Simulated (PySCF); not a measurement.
C2H10ClNSi2, SMILES CN[Si@@H](Cl)C[SiH3]. Heavy atoms are numbered as in [CH3:1][NH:2][Si@@H:3]([Cl:4])[CH2:5][SiH3:6]. Hydrogens are named by the atom that carries them.

Coordinates come from a PBE-D3(BJ)/def2-SVP optimisation. The structure was generated by enumeration; whether it is a known compound was not checked. Other conformers were not sampled.

All values below come from B3LYP/pcSseg-1 (PySCF).

GIAO shieldings, no solvent; atoms alike by connectivity are averaged. δ = σ(ref) − σ: ¹³C against TMS (σ = 181.3 ppm); ¹⁵N against NH3 (σ = 265.5 ppm); ²⁹Si against TMS (σ = 338.7 ppm); ³⁵Cl against HCl (σ = 933.3 ppm); ¹H against TMS (σ = 31.68 ppm), references at their B3LYP-D3(BJ)/def2-TZVP geometries, non-relativistic (without spin–orbit terms, shifts of atoms bonded to Cl or Br come out too high).

| nucleus | atoms | count | δ (ppm) |
|---|---|---|---|
| ¹³C | C1 (CH3) | 1 | 36.3 |
| ¹³C | C5 (CH2) | 1 | -0.1 |
| ¹⁵N | N2 (NH) | 1 | 58.7 |
| ²⁹Si | Si3 (SiH) | 1 | 4.2 |
| ²⁹Si | Si6 (SiH3) | 1 | -70.0 |
| ³⁵Cl | Cl4 | 1 | 81.4 |
| ¹H | H on Si3 | 1 | 5.47 |
| ¹H | H on Si6 | 3 | 4.24 |
| ¹H | H on C1 | 3 | 3.23 |
| ¹H | H on N2 | 1 | 1.01 |
| ¹H | H on C5 | 2 | 0.67 |
